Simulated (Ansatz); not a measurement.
Potential energy curve for NaC (anion, charge -1), lowest triplet found (which spin is the ground state isn't settled by this scan).

ROMP2 = MP2 on ROHF/aug-cc-pVDZ, frozen core in Ansatz (a quantum-chemistry and plane-wave program); ROCCSD = CCSD on ROHF/aug-cc-pVDZ, frozen core run with Ansatz; ROCCSD(T) = CCSD(T) on ROHF/aug-cc-pVDZ, frozen core run with Ansatz; FCI = full CI/aug-cc-pVDZ, frozen core (Ansatz).

All curves are set to zero at 2.44 Å and compared with full CI in the same basis at 2.44, 2.51, 2.63, 2.74, 2.90, 3.06, 3.26, 3.55, 3.86, 4.27, 4.75 Å.

Q: Order the methods by the spread of their error (largest minus smallest) over these points.

A: ROCCSD has the smallest spread and ROMP2 the largest. In order (eV): ROCCSD 0.0339, ROCCSD(T) 0.0670, ROMP2 0.1880.

Errors against full CI at some of the points (eV):

| method | 3.06 Å | 3.55 Å | 4.75 Å | 6.03 Å | 8.25 Å |
|---|---|---|---|---|---|
| ROCCSD | 0.016 | 0.023 | 0.034 | — | — |
| ROCCSD(T) | 0.009 | 0.004 | -0.058 | — | — |
| ROMP2 | 0.040 | 0.000 | -0.146 | — | — |

Dashes: no converged value, or the column stops at the first point that the program doubted or that broke a chosen test of continuity, which isn't proof of a fault.

The T1 diagnostic of CCSD on the restricted reference of ROMP2, ROCCSD, ROCCSD(T) exceeds 0.045 at 1.74 to 4.75, 7.00 to 8.25 Å. Where the anion isn't bound against loss of the electron, the finite basis alone holds it. Also computed but left out beside FCI, since their determinant holds another spin at the minimum (<S²> over 0.7 above the pure value): UHF, UMP2, UCCSD, UCCSD(T), UCCSDT, UCCSDT(Q), UKS-B3LYP, UKS-PBE, UKS-B3LYP/6-31G*, UHF/6-31G*, UKS-M06-2X/6-31G*, UKS-BP86/6-31G*.
